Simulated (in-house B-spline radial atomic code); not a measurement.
**One electron outside the 1s2 core: Nb³⁸⁺**

Computed with a B-spline radial code for spherical atoms, no-pair Dirac-Coulomb Hamiltonian, finite nucleus. Rungs: frozen-core Dirac-Hartree-Fock (DHF); Brueckner orbitals from the second-order correlation potential; the same with the Coulomb interaction screened by the core and the hole-particle interaction summed; Breit and QED terms from differences of relaxed Dirac-Fock atoms, where computed. Partial waves beyond l = 6 are extrapolated. The tables show a selection of states; those near core-excited levels, with erratic corrections or far from their DHF start are never shown.

Command:
```bash
python run_mb.py task.json out
```
Settings (nuclear radius in fm, box in bohr, cutoff in hartree):
```
basis_form          2
Z                   41
core_configuration  1s2
rms_radius          4.324
mass_number         93
speed_of_light      137.036
box_radius          5.415
lmax                6
intervals           60
virtual_cutoff      3362.0
```

Cost of the run: 8.5 s on 1 thread of Arm Neoverse V1 (shared host).

Removal energies (eV):

```json
{"state": "2s1/2", "DHF": "5430.57", "second order": "5430.73", "screened": "5430.73", "Breit + QED": "-4.7", "final": "5426.03"}
{"state": "2p1/2", "DHF": "5346.67", "second order": "5347.06", "screened": "5347.06", "Breit + QED": "-4.59", "final": "5342.48"}
{"state": "2p3/2", "DHF": "5230.75", "second order": "5231.09", "screened": "5231.09", "Breit + QED": "-2.09", "final": "5229"}
{"state": "3s1/2", "DHF": "2381.81", "second order": "?", "screened": "?", "Breit + QED": "?", "final": "?"}
{"state": "3p1/2", "DHF": "2358.52", "second order": "2358.62", "screened": "2358.62", "Breit + QED": "-1.28", "final": "2357.34"}
{"state": "3p3/2", "DHF": "2324.18", "second order": "2324.26", "screened": "2324.26", "Breit + QED": "-0.587", "final": "2323.68"}
{"state": "3d3/2", "DHF": "2315.44", "second order": "2315.48", "screened": "2315.48", "Breit + QED": "-0.042", "final": "2315.44"}
{"state": "3d5/2", "DHF": "2304.92", "second order": "?", "screened": "?", "Breit + QED": "?", "final": "?"}
{"state": "4s1/2", "DHF": "1329.53", "second order": "1329.55", "screened": "1329.55", "Breit + QED": "-", "final": "-"}
{"state": "4p1/2", "DHF": "1319.96", "second order": "1320", "screened": "1320", "Breit + QED": "-", "final": "-"}
{"state": "4p3/2", "DHF": "1305.51", "second order": "1305.54", "screened": "1305.54", "Breit + QED": "-", "final": "-"}
{"state": "4d3/2", "DHF": "1301.88", "second order": "1301.89", "screened": "1301.89", "Breit + QED": "-0.0247", "final": "1301.87"}
{"state": "4d5/2", "DHF": "1297.43", "second order": "1297.45", "screened": "1297.45", "Breit + QED": "-0.0164", "final": "1297.43"}
{"state": "4f5/2", "DHF": "1297.23", "second order": "1297.24", "screened": "1297.24", "Breit + QED": "-", "final": "-"}
```

(1) What does correlation do to 3s1/2?

(2) What does correlation do to 3d5/2?

(3) How does the lowest state compare with the NIST ionisation energy?

Electric-dipole lines from 2s1/2 (reduced matrix elements in atomic units, length form, static core polarisation, sign of DHF taken positive):

```json
{"upper": "2p1/2", "DHF": "0.1041", "+ core polarisation": "0.104", "+ Brueckner": "0.104", "λ (nm)": "14.839", "A (s⁻¹)": "3.35e+09"}
{"upper": "2p3/2", "DHF": "0.1504", "+ core polarisation": "0.1502", "+ Brueckner": "0.1502", "λ (nm)": "6.2925", "A (s⁻¹)": "4.59e+10"}
```

Magnetic hyperfine constants per unit nuclear g factor (MHz, nucleus as a uniformly magnetised ball; they apply to isotopes with nuclear spin):

```csv
state,DHF,+ core polarisation,+ Brueckner
2s1/2,2.423e+06,2.464e+06,2.465e+06
2p1/2,778600,789200,789400
2p3/2,133700,125400,125400
3s1/2,710800,722000,722100
3p1/2,231600,234000,234000
3p3/2,39890,38040,38050
```

Results:

(1) It adds 0.0464 eV to the removal energy in second order and 0.04688 eV with screening; Breit and QED add -1.38 eV, for a final 2380.48 eV.

(2) It adds 0.03543 eV to the removal energy in second order and 0.03582 eV with screening; Breit and QED add -0.0329 eV, for a final 2304.92 eV.

(3) 2s1/2 is bound by 5426.031 eV, without recoil; NIST lists 5426.066 ± 0.015 eV (tabulated theory), a difference of -0.035 eV.
